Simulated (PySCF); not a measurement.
# Spinor energies of Sc⁺ (scandium, charge +1)

Start: [Ar] 4s2. Calculated with PySCF 2.14 in x2c-SVPall-2c with one added diffuse shell each of s, d type (6s5p4d1f, 48 functions): generalised Hartree-Fock with the X2C-1e Hamiltonian and a Gaussian nucleus; one run each with spin-orbit coupling (SO) switched off, then screened by Boettger's factors. This is a chosen level, not necessarily the ground level.

```json
{"spinor shell": "1s1/2", "electrons": "2", "ε, spin-free (eV)": "-4552.0", "ε, screened SO (eV)": "-4552.0", "weight of nominal j (screened SO)": "1.000", "rms radius, screened SO (bohr)": "0.0845"}
{"spinor shell": "2s1/2", "electrons": "2", "ε, spin-free (eV)": "-539.21", "ε, screened SO (eV)": "-539.21", "weight of nominal j (screened SO)": "1.000", "rms radius, screened SO (bohr)": "0.370"}
{"spinor shell": "2p1/2", "electrons": "2", "ε, spin-free (eV)": "-442.03", "ε, screened SO (eV)": "-445.19", "weight of nominal j (screened SO)": "1.000", "rms radius, screened SO (bohr)": "0.338"}
{"spinor shell": "2p3/2", "electrons": "4", "ε, spin-free (eV)": "-442.03", "ε, screened SO (eV)": "-440.47", "weight of nominal j (screened SO)": "1.000", "rms radius, screened SO (bohr)": "0.340"}
{"spinor shell": "3s1/2", "electrons": "2", "ε, spin-free (eV)": "-84.335", "ε, screened SO (eV)": "-84.335", "weight of nominal j (screened SO)": "1.000", "rms radius, screened SO (bohr)": "1.14"}
{"spinor shell": "3p1/2", "electrons": "2", "ε, spin-free (eV)": "-56.184", "ε, screened SO (eV)": "-56.558", "weight of nominal j (screened SO)": "1.000", "rms radius, screened SO (bohr)": "1.24"}
{"spinor shell": "3p3/2", "electrons": "4", "ε, spin-free (eV)": "-56.184", "ε, screened SO (eV)": "-55.998", "weight of nominal j (screened SO)": "1.000", "rms radius, screened SO (bohr)": "1.24"}
{"spinor shell": "4s1/2", "electrons": "2", "ε, spin-free (eV)": "-13.331", "ε, screened SO (eV)": "-13.331", "weight of nominal j (screened SO)": "1.000", "rms radius, screened SO (bohr)": "3.62"}
```

| quantity | spin-free | screened SO |
| --- | --- | --- |
| E (hartree) | -762.90116 | -762.90336 |
| M_J | 0 | 0 |
| ⟨J²⟩ | 0.000 | 0.000 |
| ⟨L²⟩ | 0.000 | 0.000 |
| ⟨S²⟩ | 0.000 | 0.000 |

Without spin-orbit coupling the j labels of p, d and f shells carry no meaning; the spin-free column gives the mean over the occupied spinors of each nl shell.
